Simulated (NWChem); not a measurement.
System: BeH2Se; SMILES [SeH][BeH]

All runs: NWChem. Medium grid unless said otherwise, to which SCAN and Minnesota functionals are sensitive. Geometry: optimised at B3LYP/6-31G* (spherical d). Hybrids' shares of exact exchange are those that their runs print; pure functionals count as 0. The functionals differ in more than this share.

```csv
row,share of exact exchange,highest occupied level (eV)
PBE/def2-TZVP,0.00,-6.29
M06-L/def2-TZVP,0.00,-6.29
TPSSh/def2-TZVP,0.10,-6.79
B3LYP/def2-TZVP,0.20,withheld
MPW1K/def2-TZVP,0.43,-8.18
MN15/def2-TZVP,0.44,-8.02
```

**Question.** Fit a straight line of the last column on the one before it, predict the withheld value, and compare with the run.

**Answer.** 
1. Means of the 5 shown rows: x = 0.194, y = -7.114. Slope Σ(x − x̄)(y − ȳ)/Σ(x − x̄)² = -0.8246/0.2003 = -4.117; intercept -6.315.
2. The shown rows scatter about the line by 0.071 (root mean square); the largest residual is +0.11, at MN15/def2-TZVP.
3. At x = 0.20 (B3LYP/def2-TZVP; inside the shown range) the line gives -7.14.
4. The run gives -7.12, +0.02 from the line, 0.3 times the scatter.
